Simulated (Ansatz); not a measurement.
`C[O][Al]([F])[F]` + H₂O → `C[O][Al]([OH])[F]` + H–F at 700 K and 1 bar (formal hydrolysis of the Al–F bond).

Program: Ansatz. Geometries: PBE0-D4/def2-TZVP. ΔE: electronic, gas phase. CCSD(T)/CBS adds triple-zeta CCSD(T) − MP2 to the extrapolated MP2 energy (def2 sets, frozen cores). This one scheme is used for every species. Each species was taken in one conformer, which may not be the lowest.

```json
{"species": "`C[O][Al]([F])[F]`", "CCSD(T)/CBS energy (Eh)": "-556.83340", "H − E (kJ/mol)": "190.5", "S (J/(mol·K))": "440.5"}
{"species": "H₂O", "CCSD(T)/CBS energy (Eh)": "-76.37941", "H − E (kJ/mol)": "80.5", "S (J/(mol·K))": "218.4"}
{"species": "`C[O][Al]([OH])[F]`", "CCSD(T)/CBS energy (Eh)": "-532.79990", "H − E (kJ/mol)": "226.8", "S (J/(mol·K))": "459.2"}
{"species": "H–F", "CCSD(T)/CBS energy (Eh)": "-100.39570", "H − E (kJ/mol)": "45.2", "S (J/(mol·K))": "198.5"}
```

H − E and S are ideal-gas, rigid-rotor, harmonic terms from PBE0-D4/def2-TZVP, for one conformer and one mirror image of each species. 1 Eh = 2625.50 kJ/mol, R = 8.31446 J/(mol·K).

Task: By hand: ΔE, ΔH, ΔS and ΔG.

Result: ΔE = (-532.79990) + (-100.39570) − (-556.83340) − (-76.37941) = 0.01721 Eh = 45.2 kJ/mol. Δ(H − E) = 226.8 + 45.2 − 190.5 − 80.5 = 1.0, so ΔH = 46.2 kJ/mol. ΔS = 459.2 + 198.5 − 440.5 − 218.4 = -1.2 J/(mol·K). ΔG = 46.2 − 700 × (-1.2)/1000 = 47.0 kJ/mol.

Task: By hand: the equilibrium constant, and the temperature at which ΔG would vanish if ΔH and ΔS stayed fixed.

Result: log₁₀ K = −ΔG/(RT ln 10) = -3.5. ΔH and −TΔS have one sign here, so there is no such temperature. One of them is within its doubt of zero, so this could turn.

The number of gas molecules stays the same, so ΔS is small and ΔH decides. A doubt of 5 kJ/mol in ΔE shifts log₁₀ K by 0.4 here. Other conformers and mirror images would add mixing entropy, several J/(mol·K) or more a flexible species. These are equilibria of isolated gas molecules and say nothing of rates. Largest T1 diagnostic: 0.012 (customary marks: 0.02 for closed shells, 0.045 for open ones).
